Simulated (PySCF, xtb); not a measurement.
GaF2, SMILES [F][Ga][F], multiplicity 2.

Harmonic wavenumbers (cm⁻¹) from xtb 6.7.1 with GFN2-xTB at its own minimum, in rising order: 69, 348, 354.

### Question
What does ωB97X-D3(BJ)/def2-TZVP (PySCF) give at its own minimum? (Estimate from the structure and the level; the computed values follow.)

### Answer
181, 646, 683. Paired by order, the mean absolute difference is 246 cm⁻¹ and the zero-point energies are 1.1 and 2.2 kcal/mol.
